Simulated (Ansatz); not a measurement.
Compare A (`NC([SiH3])[SiH3]`) with its isomer B (`CN([SiH3])[SiH3]`).

Calculated with Ansatz (gas phase, PBE0-D4/def2-TZVP geometries, no zero-point term in ΔE). CCSD(T)/CBS is the MP2 limit (def2-TZVPP, def2-QZVPP) plus CCSD(T) − MP2 in def2-TZVPP, frozen cores. Functionals use def2-TZVPP. One conformer a species, not always the lowest.

**Question.** Which isomer does CCSD(T)/CBS put lower? Give the gap. (An estimate is asked.)

**Answer.** The calculation gave: B, by 28.8 kcal/mol.

**Question.** Give E(B) − E(A) in kcal/mol with PBE-D4, PBE0-D4, HF/def2-TZVPP, ωB97M-V, CCSD(T)/def2-TZVPP, CCSD/def2-TZVPP, r2SCAN-D4. (Best estimate.)

**Answer.** Computed: PBE-D4 -24.3, PBE0-D4 -26.1, HF/def2-TZVPP -33.7, ωB97M-V -28.0, CCSD(T)/def2-TZVPP -28.9, CCSD/def2-TZVPP -29.6, r2SCAN-D4 -27.5. None reverses the order clearly.

**Question.** Does the order hold for the free energy at 298.15 K (harmonic terms from PBE0-D4)? (Best estimate.)

**Answer.** The calculation gave: Yes: G(B) − G(A) = -28.8 kcal/mol, for one conformer each.

Largest T1 diagnostic: 0.011.

From r2SCAN to r2SCAN0 (25 % exact exchange), in def2-TZVPP and without D4, E(B) − E(A) moves by −0.9 kcal/mol. At CCSD(T), def2-SVP lies +0.9 kcal/mol from the extrapolated value and def2-TZVPP −0.1 kcal/mol.
